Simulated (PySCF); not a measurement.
PySCF input (M06-2X/def2-TZVPD):

```python
from pyscf import gto, scf, dft

mol = gto.M(
    atom='''
    Si   -0.65615946    0.16943735    0.08108725
    N     1.13965194   -0.06476023   -0.26953305
    H    -1.18168396   -0.97576100   -0.81447787
    H    -0.83999124   -0.68297338    1.37798810
    H     1.68890625    0.68108461    0.14004556
    H     1.54143775   -0.94115151    0.04795403
    ''',
    basis='def2-tzvpd',
    charge=-1,
    spin=0,
    verbose=4,
)

mf = dft.RKS(mol, xc='m062x').density_fit(auxbasis='def2-universal-jkfit')
mf.grids.level = 4
mf.conv_tol = 1e-9
mf.max_cycle = 100
mf.max_memory = 1500
mf.kernel()
if not mf.converged:
    mf = mf.newton()
    mf.kernel(mf.make_rdm1())
mf.analyze()
```

Output:

```
PySCF version 2.14.0

[INPUT] verbose = 4
[INPUT] num. atoms = 6
[INPUT] num. electrons = 26
[INPUT] charge = -1
[INPUT] spin (= nelec alpha-beta = 2S) = 0
[INPUT] symmetry False subgroup None
[INPUT] Mole.unit = angstrom
[INPUT] Symbol           X                Y                Z      unit          X                Y                Z       unit  Magmom
[INPUT]  1 Si    -0.656159460000   0.169437350000   0.081087250000 AA   -1.239961673443   0.320190186772   0.153232694694 Bohr   0.0
[INPUT]  2 N      1.139651940000  -0.064760230000  -0.269533050000 AA    2.153630043929  -0.122379098464  -0.509343646019 Bohr   0.0
[INPUT]  3 H     -1.181683960000  -0.975761000000  -0.814477870000 AA   -2.233059050191  -1.843921053032  -1.539140108819 Bohr   0.0
[INPUT]  4 H     -0.839991240000  -0.682973380000   1.377988100000 AA   -1.587353390634  -1.290632638569   2.604020111910 Bohr   0.0
[INPUT]  5 H      1.688906250000   0.681084610000   0.140045560000 AA    3.191570262566   1.287063380556   0.264647753361 Bohr   0.0
[INPUT]  6 H      1.541437750000  -0.941151510000   0.047954030000 AA    2.912895185566  -1.778518595621   0.090619983269 Bohr   0.0

nuclear repulsion = 55.1588863022328
number of shells = 48
number of NR pGTOs = 165
number of NR cGTOs = 116
basis = def2-tzvpd
ecp = {}

******** <class 'pyscf.df.df_jk.DFRKS'> ********
method = DFRKS
initial guess = minao
damping factor = 0
level_shift factor = 0
DIIS = <class 'pyscf.scf.diis.CDIIS'>
diis_start_cycle = 1
diis_space = 8
diis_damp = 0
SCF conv_tol = 1e-09
SCF conv_tol_grad = None
SCF max_cycles = 100
direct_scf = False
XC library pyscf.dft.libxc version 7.1.2
    S. Lehtola, C. Steigemann, M. J. T. Oliveira, and M. A. L. Marques,  SoftwareX 7, 1–5 (2018)
XC functionals = m062x
    Y. Zhao and D. G. Truhlar,  Theor. Chem. Acc. 120, 215 (2008)
    Y. Zhao and D. G. Truhlar,  Theor. Chem. Acc. 120, 215 (2008)
radial grids:
    Treutler-Ahlrichs [JCP 102, 346 (1995); DOI:10.1063/1.469408] (M4) radial grids

becke partition: Becke, JCP 88, 2547 (1988); DOI:10.1063/1.454033
pruning grids: <function nwchem_prune>
grids dens level: 4
symmetrized grids: False
atomic radii adjust function: <function treutler_atomic_radii_adjust>
small_rho_cutoff = 0
Set gradient conv threshold to 3.16228e-05
Initial guess from minao.
tot grids = 119632
******** <class 'pyscf.df.df.DF'> ********
auxbasis = def2-universal-jkfit
init E= -346.404003808748
  HOMO = -0.198735954566693  LUMO = -0.015534721301357  gap/eV = 4.98516
cycle= 1 E= -346.578415018853  delta_E= -0.174  |g|= 0.401  |ddm|= 1.56
  HOMO = 0.0323608579569097  LUMO = 0.176559748849323  gap/eV = 3.92385
cycle= 2 E= -346.57755290476  delta_E= 0.000862  |g|= 0.487  |ddm|= 1.86
  HOMO = -0.00499433998993482  LUMO = 0.170759144025115  gap/eV = 4.78250
cycle= 3 E= -346.630556699307  delta_E= -0.053  |g|= 0.0452  |ddm|= 0.517
  HOMO = -0.0207114270219151  LUMO = 0.170723811874638  gap/eV = 5.20922
cycle= 4 E= -346.631121454315  delta_E= -0.000565  |g|= 0.0152  |ddm|= 0.0831
  HOMO = -0.0189714900188989  LUMO = 0.17041326591271  gap/eV = 5.15342
cycle= 5 E= -346.631197895422  delta_E= -7.64e-05  |g|= 0.00378  |ddm|= 0.0699
  HOMO = -0.0196256316299142  LUMO = 0.170178565629319  gap/eV = 5.16484
cycle= 6 E= -346.631203549462  delta_E= -5.65e-06  |g|= 0.000699  |ddm|= 0.0221
  HOMO = -0.0195705450102892  LUMO = 0.170157122070684  gap/eV = 5.16275
cycle= 7 E= -346.631204001545  delta_E= -4.52e-07  |g|= 0.00019  |ddm|= 0.00965
  HOMO = -0.0195851686710711  LUMO = 0.170154231142365  gap/eV = 5.16307
cycle= 8 E= -346.631204033627  delta_E= -3.21e-08  |g|= 5.75e-05  |ddm|= 0.00234
  HOMO = -0.0195826913103048  LUMO = 0.170155860855129  gap/eV = 5.16305
cycle= 9 E= -346.631204037066  delta_E= -3.44e-09  |g|= 1.17e-05  |ddm|= 0.000895
  HOMO = -0.0195841789640667  LUMO = 0.170155861499796  gap/eV = 5.16309
cycle= 10 E= -346.63120403733  delta_E= -2.64e-10  |g|= 2.93e-06  |ddm|= 0.000294
  HOMO = -0.0195843371665063  LUMO = 0.170155772664354  gap/eV = 5.16309
Extra cycle  E= -346.631204037339  delta_E= -9.09e-12  |g|= 1.62e-06  |ddm|= 3.71e-05
converged SCF energy = -346.631204037339
**** SCF Summaries ****
Total Energy =                        -346.631204037339444
Nuclear Repulsion Energy =              55.158886302232759
One-electron Energy =                 -593.475443276855913
Two-electron Energy =                  191.685352937283710
Two-electron Coulomb Energy =          221.119969840959044
DFT Exchange-Correlation Energy =      -29.434616903675327
HOMO-LUMO gap [eV] =                     5.163091372084737
**** MO energy ****
MO #1   energy= -66.760637046208   occ= 2
MO #2   energy= -14.521831885391   occ= 2
MO #3   energy= -5.29723116525259  occ= 2
MO #4   energy= -3.60725089989088  occ= 2
MO #5   energy= -3.60675853818741  occ= 2
MO #6   energy= -3.60537462205234  occ= 2
MO #7   energy= -0.733340585149982 occ= 2
MO #8   energy= -0.353709260254482 occ= 2
MO #9   energy= -0.341498668577745 occ= 2
MO #10  energy= -0.218731709011344 occ= 2
MO #11  energy= -0.164483244786666 occ= 2
MO #12  energy= -0.103809256115305 occ= 2
MO #13  energy= -0.0195843371665063 occ= 2
MO #14  energy= 0.170155772664354  occ= 0
MO #15  energy= 0.188489997960646  occ= 0
MO #16  energy= 0.228803323157163  occ= 0
MO #17  energy= 0.237157123268081  occ= 0
MO #18  energy= 0.243853745337338  occ= 0
MO #19  energy= 0.257932502310402  occ= 0
MO #20  energy= 0.277902513228349  occ= 0
MO #21  energy= 0.281620043775691  occ= 0
MO #22  energy= 0.289245873709061  occ= 0
MO #23  energy= 0.327284879114681  occ= 0
MO #24  energy= 0.338907896799298  occ= 0
MO #25  energy= 0.34142695071786   occ= 0
MO #26  energy= 0.354520726403046  occ= 0
MO #27  energy= 0.367197211540606  occ= 0
MO #28  energy= 0.37968681869569   occ= 0
MO #29  energy= 0.383691113804932  occ= 0
MO #30  energy= 0.388834306359074  occ= 0
MO #31  energy= 0.418861495306314  occ= 0
MO #32  energy= 0.442383396685184  occ= 0
MO #33  energy= 0.459647140105341  occ= 0
MO #34  energy= 0.474117877614495  occ= 0
MO #35  energy= 0.476010590684652  occ= 0
MO #36  energy= 0.480997769831844  occ= 0
MO #37  energy= 0.497715061388633  occ= 0
MO #38  energy= 0.548496416772076  occ= 0
MO #39  energy= 0.56590660301554   occ= 0
MO #40  energy= 0.580412559574771  occ= 0
MO #41  energy= 0.592635543539595  occ= 0
MO #42  energy= 0.609340968828961  occ= 0
MO #43  energy= 0.627869955745457  occ= 0
MO #44  energy= 0.641101808733963  occ= 0
MO #45  energy= 0.674373045746048  occ= 0
MO #46  energy= 0.681316079537604  occ= 0
MO #47  energy= 0.691209194303399  occ= 0
MO #48  energy= 0.721748654684481  occ= 0
MO #49  energy= 0.756196304100882  occ= 0
MO #50  energy= 0.792387733114617  occ= 0
MO #51  energy= 0.815246781465016  occ= 0
MO #52  energy= 0.841790900059789  occ= 0
MO #53  energy= 0.867796768536475  occ= 0
MO #54  energy= 0.89430382514739   occ= 0
MO #55  energy= 0.912867817047014  occ= 0
MO #56  energy= 0.964524223353093  occ= 0
MO #57  energy= 0.980997378117132  occ= 0
MO #58  energy= 1.0395588196465    occ= 0
MO #59  energy= 1.07069332388793   occ= 0
MO #60  energy= 1.27294738057442   occ= 0
MO #61  energy= 1.29048096093535   occ= 0
MO #62  energy= 1.30317904063301   occ= 0
MO #63  energy= 1.32898807708707   occ= 0
MO #64  energy= 1.35015880934086   occ= 0
MO #65  energy= 1.37905945966281   occ= 0
MO #66  energy= 1.38296545512853   occ= 0
MO #67  energy= 1.39917896298191   occ= 0
MO #68  energy= 1.4148145111925    occ= 0
MO #69  energy= 1.52679017612038   occ= 0
MO #70  energy= 1.55057739369382   occ= 0
MO #71  energy= 1.56215019890911   occ= 0
MO #72  energy= 1.60021320395288   occ= 0
MO #73  energy= 1.64455852570291   occ= 0
MO #74  energy= 1.73242601835313   occ= 0
MO #75  energy= 1.75730340061354   occ= 0
MO #76  energy= 1.77081093750491   occ= 0
MO #77  energy= 1.83407273661281   occ= 0
MO #78  energy= 1.86413109439166   occ= 0
MO #79  energy= 2.00403797255366   occ= 0
MO #80  energy= 2.01716486138703   occ= 0
MO #81  energy= 2.03772126445286   occ= 0
MO #82  energy= 2.17328895236809   occ= 0
MO #83  energy= 2.19457514025992   occ= 0
MO #84  energy= 2.27316329982511   occ= 0
MO #85  energy= 2.3049032867695    occ= 0
MO #86  energy= 2.34269479657932   occ= 0
MO #87  energy= 2.38054117667501   occ= 0
MO #88  energy= 2.51036796407764   occ= 0
MO #89  energy= 2.5911383554749    occ= 0
MO #90  energy= 2.67828961938119   occ= 0
MO #91  energy= 2.68438116400577   occ= 0
MO #92  energy= 2.70845240370681   occ= 0
MO #93  energy= 2.95234112909876   occ= 0
MO #94  energy= 3.00863487261273   occ= 0
MO #95  energy= 3.02908883323015   occ= 0
MO #96  energy= 3.06830982486603   occ= 0
MO #97  energy= 3.08541656530196   occ= 0
MO #98  energy= 3.38891063523018   occ= 0
MO #99  energy= 3.50709798193552   occ= 0
MO #100 energy= 4.27967808811117   occ= 0
MO #101 energy= 4.32918135114394   occ= 0
MO #102 energy= 4.48224532471253   occ= 0
MO #103 energy= 4.53214779532237   occ= 0
MO #104 energy= 4.58517709252229   occ= 0
MO #105 energy= 4.98037396451489   occ= 0
MO #106 energy= 5.01300337142983   occ= 0
MO #107 energy= 5.0511946458237    occ= 0
MO #108 energy= 5.16748523526589   occ= 0
MO #109 energy= 5.2182152166129    occ= 0
MO #110 energy= 5.59436504908492   occ= 0
MO #111 energy= 5.88895299597649   occ= 0
MO #112 energy= 6.5645252667239    occ= 0
MO #113 energy= 6.59284296330053   occ= 0
MO #114 energy= 6.88116517651613   occ= 0
MO #115 energy= 10.9351975207434   occ= 0
MO #116 energy= 32.323427139024    occ= 0
 ** Mulliken pop on meta-lowdin orthogonal AOs  **
 ** Mulliken pop  **
pop of  0 Si 1s           1.99999
pop of  0 Si 2s           1.99971
pop of  0 Si 3s           1.43077
pop of  0 Si 4s           0.01366
pop of  0 Si 5s           0.00256
pop of  0 Si 6s           0.00129
pop of  0 Si 2px          1.99992
pop of  0 Si 2py          1.99993
pop of  0 Si 2pz          1.99993
pop of  0 Si 3px          0.57784
pop of  0 Si 3py          1.34823
pop of  0 Si 3pz          0.75558
pop of  0 Si 4px          0.00499
pop of  0 Si 4py          0.02439
pop of  0 Si 4pz          0.00175
pop of  0 Si 5px          0.00083
pop of  0 Si 5py          0.00280
pop of  0 Si 5pz          0.00135
pop of  0 Si 6px          0.00005
pop of  0 Si 6py          0.00008
pop of  0 Si 6pz          0.00003
pop of  0 Si 3dxy         0.00295
pop of  0 Si 3dyz         0.00890
pop of  0 Si 3dz^2        0.00467
pop of  0 Si 3dxz         0.01334
pop of  0 Si 3dx2-y2      0.00661
pop of  0 Si 4dxy         0.00170
pop of  0 Si 4dyz         0.00031
pop of  0 Si 4dz^2        0.00050
pop of  0 Si 4dxz         0.00174
pop of  0 Si 4dx2-y2      0.00064
pop of  0 Si 5dxy         0.00116
pop of  0 Si 5dyz         0.00143
pop of  0 Si 5dz^2        0.00077
pop of  0 Si 5dxz         0.00210
pop of  0 Si 5dx2-y2      0.00041
pop of  0 Si 4f-3         0.00007
pop of  0 Si 4f-2         0.00011
pop of  0 Si 4f-1         0.00031
pop of  0 Si 4f+0         0.00026
pop of  0 Si 4f+1         0.00019
pop of  0 Si 4f+2         0.00030
pop of  0 Si 4f+3         0.00047
pop of  1 N 1s            1.99997
pop of  1 N 2s            1.39785
pop of  1 N 3s            0.00405
pop of  1 N 4s            0.00366
pop of  1 N 5s            0.00182
pop of  1 N 6s            0.00035
pop of  1 N 2px           1.36143
pop of  1 N 2py           1.19425
pop of  1 N 2pz           1.74224
pop of  1 N 3px           0.00238
pop of  1 N 3py           0.00086
pop of  1 N 3pz           0.02397
pop of  1 N 4px           0.00051
pop of  1 N 4py           0.00012
pop of  1 N 4pz           0.00103
pop of  1 N 3dxy          0.00043
pop of  1 N 3dyz          0.00199
pop of  1 N 3dz^2         0.00245
pop of  1 N 3dxz          0.00186
pop of  1 N 3dx2-y2       0.00023
pop of  1 N 4dxy          0.00044
pop of  1 N 4dyz          0.00020
pop of  1 N 4dz^2         0.00021
pop of  1 N 4dxz          0.00027
pop of  1 N 4dx2-y2       0.00022
pop of  1 N 5dxy          0.00038
pop of  1 N 5dyz          0.00029
pop of  1 N 5dz^2         0.00031
pop of  1 N 5dxz          0.00105
pop of  1 N 5dx2-y2       0.00063
pop of  1 N 4f-3          0.00008
pop of  1 N 4f-2          0.00006
pop of  1 N 4f-1          0.00011
pop of  1 N 4f+0          0.00048
pop of  1 N 4f+1          0.00019
pop of  1 N 4f+2          0.00003
pop of  1 N 4f+3          0.00053
pop of  2 H 1s            1.17171
pop of  2 H 2s            0.00064
pop of  2 H 3s            0.00121
pop of  2 H 2px           0.00039
pop of  2 H 2py           0.00262
pop of  2 H 2pz           0.00026
pop of  2 H 3px           0.00094
pop of  2 H 3py           0.00383
pop of  2 H 3pz           0.00075
pop of  3 H 1s            1.19351
pop of  3 H 2s            0.00108
pop of  3 H 3s            0.00170
pop of  3 H 2px           0.00059
pop of  3 H 2py           0.00211
pop of  3 H 2pz           0.00066
pop of  3 H 3px           0.00068
pop of  3 H 3py           0.00320
pop of  3 H 3pz           0.00238
pop of  4 H 1s            0.79944
pop of  4 H 2s            0.00434
pop of  4 H 3s            0.00289
pop of  4 H 2px           0.00091
pop of  4 H 2py           0.00071
pop of  4 H 2pz           0.00798
pop of  4 H 3px           0.00028
pop of  4 H 3py           0.00055
pop of  4 H 3pz           0.00513
pop of  5 H 1s            0.80676
pop of  5 H 2s            0.00420
pop of  5 H 3s            0.00309
pop of  5 H 2px           0.00124
pop of  5 H 2py           0.00074
pop of  5 H 2pz           0.00708
pop of  5 H 3px           0.00049
pop of  5 H 3py           0.00019
pop of  5 H 3pz           0.00415
 ** Mulliken atomic charges  **
charge of    0Si =     -0.21461
charge of    1N =     -0.74696
charge of    2H =     -0.18236
charge of    3H =     -0.20593
charge of    4H =      0.17778
charge of    5H =      0.17208

WARN: System has nonzero charge -1; the dipole moment is origin-dependent.
Location of origin: [0. 0. 0.]

Dipole moment(X, Y, Z, Debye):  3.21443, -0.84342,  0.54911
```

It need not be the lowest isomer of its formula. Whether it binds its extra electron was not tested at this geometry.
